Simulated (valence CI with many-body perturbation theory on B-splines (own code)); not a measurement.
**Energy levels of Sn35+**

Level of theory: configuration interaction combined with many-body perturbation theory (CI+MBPT): five valence electrons over a frozen Dirac-Fock core [Ne], radial functions for each j: 11 s, 11 p, 10 d, 8 f, 5 g, 2 h, with the one-electron correlation potential Σ1, the two-electron term Σ2, the three-electron term Σ3, Breit, model QED; selected CI, second order for the rest, scaled by the run's own slope (own B-spline code, finite nucleus).

No measured spectrum was set against this ion. As an estimate, large intervals hold to a few tenths of a per cent, small ones and those within an open d or f shell to about a per cent. Among the levels kept, up to 4300 cm⁻¹ of a level comes from second order outside the variational space, and about a tenth of that is noise between levels of different J, which matters for small intervals.

Levels 46 to 90 of 167, with energies above the lowest level, (3s^2 3p1/2^2 3p3/2) J=3/2. "Leading %" is the weight of the configuration and term that name the level; weights of strongly mixed levels are sums over their largest components and can fall short, so below about 35 % the name and the second component can differ from the true leading terms, or belong to a minority configuration. In the jj column 3d3/2^4 stands for four electrons in 3d with j = 3/2. Lifetimes count E1, E2, E3, M1 and M2 decay at the calculated energies, and are blank where another channel may lead or the interval is too uncertain; long ones can be off by a factor of two.

```csv
No.,Configuration,Term,J,E (eV),Leading %,Second component,Lifetime,Leading jj
46,3s2 3p2 3d,2D,5/2,289.31,54,32 % 3s2 3p2 3d 2F,3.34 ps,3s^2 3p3/2^2 3d5/2 (83 %)
47,3s 3p4,2P,1/2,295.24,28,26 % 3s 3p4 2S,2.09 ps,3s 3p3/2^4 (62 %)
48,3s 3p3 3d,4D°,5/2,296.45,33,21 % 3s 3p3 3d 6D°,24.4 ps,3s 3p1/2^2 3p3/2 3d5/2 (78 %)
49,3p5,2P°,3/2,297.90,31,30 % 3s 3p3 3d 2P°,22.2 ps,3s 3p1/2^2 3p3/2 3d5/2 (40 %)
50,3s 3p3 3d,4G°,5/2,301.74,39,14 % 3s 3p3 3d 2F°,10.3 ps,3s 3p1/2^2 3p3/2 3d3/2 (78 %)
51,3s 3p3 3d,4D°,1/2,304.24,50,14 % 3s 3p3 3d 2P°,9.01 ps,3s 3p1/2^2 3p3/2 3d3/2 (78 %)
52,3s 3p3 3d,2F°,7/2,306.42,30,20 % 3s 3p3 3d 4D°,18.3 ps,3s 3p1/2^2 3p3/2 3d5/2 (51 %)
53,3s 3p3 3d,4G°,7/2,314.57,29,19 % 3s 3p3 3d 4D°,10.9 ps,3s 3p1/2^2 3p3/2 3d5/2 (76 %)
54,3s 3p3 3d,4D°,1/2,315.87,66,14 % 3s 3p3 3d 2P°,23.4 ps,3s 3p1/2^2 3p3/2 3d5/2 (60 %)
55,3s 3p3 3d,4D°,3/2,317.69,45,15 % 3s 3p3 3d 4F°,44.4 ps,3s 3p1/2 3p3/2^2 3d3/2 (73 %)
56,3s 3p3 3d,4F°,5/2,318.85,46,13 % 3s 3p3 3d 4D°,16.5 ps,3s 3p1/2 3p3/2^2 3d3/2 (45 %)
57,3s 3p3 3d,6D°,1/2,321.26,26,18 % 3s 3p3 3d 2S°,39.2 ps,3s 3p1/2 3p3/2^2 3d3/2 (60 %)
58,3s 3p3 3d,4D°,3/2,322.91,38,14 % 3s 3p3 3d 4P°,8.15 ps,3s 3p1/2^2 3p3/2 3d5/2 (72 %)
59,3s 3p3 3d,4D°,5/2,323.32,24,18 % 3s 3p3 3d 2F°,9.19 ps,3s 3p1/2 3p3/2^2 3d3/2 (36 %)
60,3s 3p3 3d,4F°,7/2,324.39,48,18 % 3s 3p3 3d 6D°,50.4 ps,3s 3p1/2 3p3/2^2 3d3/2 (49 %)
61,3s2 3p 3d2,4G°,5/2,328.18,44,28 % 3s2 3p 3d2 2F°,7.33 ps,3s^2 3p1/2 3d3/2^2 (78 %)
62,3p5,2P°,3/2,331.03,25,19 % 3s 3p3 3d 2D°,6.24 ps,3p1/2^2 3p3/2^3 (25 %)
63,3s 3p3 3d,4D°,7/2,331.41,50,14 % 3s 3p3 3d 2G°,45.7 ps,3s 3p1/2 3p3/2^2 3d5/2 (58 %)
64,3s 3p3 3d,4G°,9/2,331.99,41,20 % 3s 3p3 3d 4F°,132 ps,3s 3p1/2 3p3/2^2 3d3/2 (47 %)
65,3s 3p3 3d,4F°,9/2,338.01,44,18 % 3s 3p3 3d 6D°,28.2 ps,3s 3p1/2 3p3/2^2 3d5/2 (77 %)
66,3s 3p3 3d,4D°,1/2,340.47,34,21 % 3s 3p3 3d 2P°,5.82 ps,3s 3p1/2 3p3/2^2 3d5/2 (38 %)
67,3s 3p3 3d,2P°,1/2,343.26,32,20 % 3p5 2P°,7.49 ps,3s 3p1/2 3p3/2^2 3d3/2 (28 %)
68,3s 3p3 3d,4P°,5/2,344.17,29,14 % 3s 3p3 3d 4D°,3.90 ps,3s 3p1/2 3p3/2^2 3d3/2 (51 %)
69,3s 3p3 3d,2G°,9/2,344.85,50,26 % 3s 3p3 3d 4F°,92.8 ps,3s 3p1/2 3p3/2^2 3d5/2 (59 %)
70,3s 3p3 3d,4F°,3/2,345.12,20,19 % 3s 3p3 3d 2D°,4.62 ps,3s 3p1/2 3p3/2^2 3d3/2 (54 %)
71,3s2 3p 3d2,4G°,7/2,346.91,50,10 % 3s 3p3 3d 4D°,9.41 ps,3s^2 3p1/2 3d3/2 3d5/2 (60 %)
72,3s 3p3 3d,4S°,3/2,347.64,22,15 % 3s 3p3 3d 4P°,3.77 ps,3s 3p1/2 3p3/2^2 3d3/2 (45 %)
73,3s 3p3 3d,4P°,5/2,347.96,24,17 % 3s2 3p 3d2 4G°,5.16 ps,3s^2 3p1/2 3d3/2 3d5/2 (50 %)
74,3s 3p3 3d,4G°,11/2,348.08,95,,32.2 ps,3s 3p1/2 3p3/2^2 3d5/2 (95 %)
75,3s 3p3 3d,4D°,7/2,348.35,26,15 % 3s 3p3 3d 4G°,3.76 ps,3s 3p1/2 3p3/2^2 3d3/2 (58 %)
76,3s2 3p 3d2,4F°,3/2,352.50,26,20 % 3s 3p3 3d 4D°,1.90 ps,3s^2 3p1/2 3d3/2^2 (45 %)
77,3s 3p3 3d,4P°,1/2,353.51,48,18 % 3s 3p3 3d 2S°,7.68 ps,3s 3p1/2 3p3/2^2 3d5/2 (68 %)
78,3s 3p3 3d,4D°,5/2,354.34,34,9 % 3s 3p3 3d 4F°,8.06 ps,3s 3p1/2 3p3/2^2 3d5/2 (38 %)
79,3s 3p3 3d,4F°,3/2,354.67,38,9 % 3s 3p3 3d 4P°,5.25 ps,3s 3p1/2 3p3/2^2 3d3/2 (62 %)
80,3s2 3p 3d2,2H°,9/2,355.64,23,18 % 3s 3p3 3d 4G°,7.83 ps,3s^2 3p1/2 3d3/2 3d5/2 (56 %)
81,3s2 3p 3d2,4D°,1/2,355.92,47,10 % 3s2 3p 3d2 2P°,3.76 ps,3s^2 3p1/2 3d3/2^2 (36 %)
82,3s 3p3 3d,2G°,7/2,356.63,35,15 % 3s 3p3 3d 4G°,4.70 ps,3s 3p1/2 3p3/2^2 3d3/2 (62 %)
83,3s 3p3 3d,2D°,5/2,356.64,26,20 % 3s 3p3 3d 4G°,5.89 ps,3s 3p1/2 3p3/2^2 3d3/2 (52 %)
84,3s 3p3 3d,4P°,3/2,357.32,18,14 % 3s 3p3 3d 4D°,3.96 ps,3s 3p1/2 3p3/2^2 3d5/2 (37 %)
85,3s 3p3 3d,2P°,3/2,360.50,14,12 % 3s 3p3 3d 4S°,3.57 ps,3s 3p1/2 3p3/2^2 3d3/2 (42 %)
86,3s2 3p 3d2,4P°,1/2,361.89,40,24 % 3s 3p3 3d 2S°,3.41 ps,3s^2 3p1/2 3d3/2 3d5/2 (46 %)
87,3s 3p3 3d,4P°,5/2,362.08,31,20 % 3s 3p3 3d 4D°,10.6 ps,3s 3p1/2 3p3/2^2 3d5/2 (76 %)
88,3s 3p3 3d,2F°,7/2,362.97,45,10 % 3s2 3p 3d2 4G°,6.83 ps,3s 3p1/2 3p3/2^2 3d5/2 (51 %)
89,3s 3p3 3d,4D°,7/2,364.44,32,24 % 3s 3p3 3d 2F°,7.95 ps,3s 3p1/2 3p3/2^2 3d5/2 (76 %)
90,3s 3p3 3d,4D°,5/2,365.53,37,13 % 3s 3p3 3d 2F°,2.64 ps,3s 3p1/2 3p3/2^2 3d3/2 (42 %)
```
